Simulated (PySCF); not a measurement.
Run record: EPR job, `F[C@@]12[CH]C[C@@H]1CC2` [radical].

Computed with UKS B3LYP, pcH-1 on C F H, non-relativistic, mean-field spin-orbit, GIAO (PySCF 2.14.0). Geometry: GFN2-xTB. The command runs a driver script over a list of jobs; the input below is this job's line of settings and its coordinates in Å.

Command:
```bash
OMP_NUM_THREADS=1 python probes_run.py task.json out
```

Input:
```
{"job": {"kind": "epr", "basis": "pcH-1"}, "charge": 0, "multiplicity": 2}
F      0.346033     1.261895    -1.934335
C      0.083534     0.714200    -0.696969
C     -1.179201     1.061610    -0.031596
C     -1.505469    -0.355981     0.287320
C     -0.219157    -0.787243    -0.445905
C      1.022804    -0.890092     0.449755
C      1.340671     0.594834     0.202923
H     -1.764079     1.957509    -0.027531
H     -2.428639    -0.716700    -0.177863
H     -1.546838    -0.616969     1.348484
H     -0.327759    -1.503241    -1.252820
H      0.807081    -1.146384     1.484841
H      1.783047    -1.567021     0.066991
H      2.248307     0.760039    -0.371992
H      1.335251     1.241534     1.076785
```

Q: Give the output.

A: 
```
UKS, coarse grid
  cycle   1  E = -333.12753293  |g| = 4.09e-01
  cycle   2  E = -333.09187716  |g| = 5.56e-01
  cycle   3  E = -333.19333260  |g| = 5.33e-02
  cycle   4  E = -333.19396071  |g| = 3.63e-02
  cycle   5  E = -333.19452497  |g| = 5.72e-03
  cycle   6  E = -333.19454285  |g| = 2.73e-03
  cycle   7  E = -333.19454681  |g| = 1.08e-03
  cycle   8  E = -333.19454746  |g| = 2.88e-04
UKS, final grid
  cycle   1  E = -333.19456763  |g| = 2.86e-04
  cycle   2  E = -333.19456762  |g| = 3.34e-04
  cycle   3  E = -333.19456767  |g| = 3.97e-05
  cycle   4  E = -333.19456767  |g| = 1.27e-05
E = -333.19456767 Eh   <S^2> = 0.7542 (exact 0.7500)
g shifts (ppm)      1          2          3
  rmc          -150       -150       -150
  gc             16         30         29
  oz_so        -113        298        634
  total        -247        178        513
hyperfine (MHz)  atom isotope    a_iso     a_fc   dipolar eigenvalues
    0   19F      98.97      98.97    -47.84    -38.42     86.26
    1   13C     -32.27     -32.27     -3.53     -0.92      4.46
    2   13C      94.96      94.96    -79.05    -78.03    157.08
    3   13C     -29.06     -29.06     -3.15      0.05      3.11
    4   13C      30.66      30.66     -3.90     -2.22      6.12
    5   13C      -3.11      -3.11     -0.89     -0.42      1.31
    6   13C      67.85      67.85     -5.42     -5.02     10.44
    7    1H     -62.48     -62.48    -37.56     -0.52     38.08
    8    1H     128.17     128.17     -4.80     -3.21      8.01
    9    1H      92.20      92.20     -4.85     -3.99      8.84
   10    1H      -5.23      -5.23     -2.81     -2.55      5.36
   11    1H       0.79       0.79     -2.24     -1.44      3.68
   12    1H      -0.41      -0.41     -1.47     -1.00      2.47
   13    1H      22.98      22.98     -3.40     -1.33      4.73
   14    1H      -2.93      -2.93     -5.81     -1.80      7.60
```

rmc, gc and oz_so are the mass-correction, gauge-correction and orbital-Zeeman/spin–orbit parts of the g shift along its three principal axes; a_iso is the isotropic hyperfine coupling and a_fc its Fermi-contact part. Atoms in this output count from 0.

Q: How far is ⟨S²⟩ from the pure-spin value?

A: S = 0.5 gives S(S+1) = 0.75; the run has 0.7542, 0.0042 more.

Main results: ⟨S²⟩ 0.754; g_iso 2.0025.

Geometry: GFN2-xTB; no solvent, vibrations or thermal averaging.

Q: How long does this job take on an Intel Xeon 6975P-C with one thread, shared host with 192 logical CPUs at a one-minute load of 69? And the peak memory of the process?

A: About 36 s (density and orbital grids were written too), with 0.96 GiB resident at the peak, the Python interpreter and its libraries included.
Labels such as C1 count atoms from 1, the log's own numbers from 0.
